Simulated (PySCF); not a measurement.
(E)-3-chloropent-3-en-1-yne (C5H5Cl), SMILES C(#C)/C(Cl)=C\C. Atoms are numbered in the order given.

```xyz
11

C      2.4729     0.4071     0.0000
C      1.2799     0.1817     0.0000
C     -0.1154    -0.0973     0.0000
Cl    -0.5181    -1.8145     0.0000
C     -1.0980     0.8233     0.0000
C     -0.8833     2.3019     0.0000
H      3.5284     0.6038     0.0000
H     -2.1281     0.4547     0.0000
H      0.1840     2.5623     0.0000
H     -1.3564     2.7627     0.8845
H     -1.3564     2.7627    -0.8845
```

Geometry: B3LYP-D3(BJ)/def2-SVP.

Level of theory: PySCF with SMD-B3LYP/6-31G*.

Solvation free energies are E(SMD) − E(gas) at the gas-phase geometry, for 1 M in both phases. In vacuum the dipole moment is 2.12 D.

Rank water, N,N-dimethylformamide, 1-octanol by solvation free energy, most negative first.

N,N-dimethylformamide (-3.9 kcal/mol), 1-octanol (-3.3 kcal/mol), water (0.0 kcal/mol)
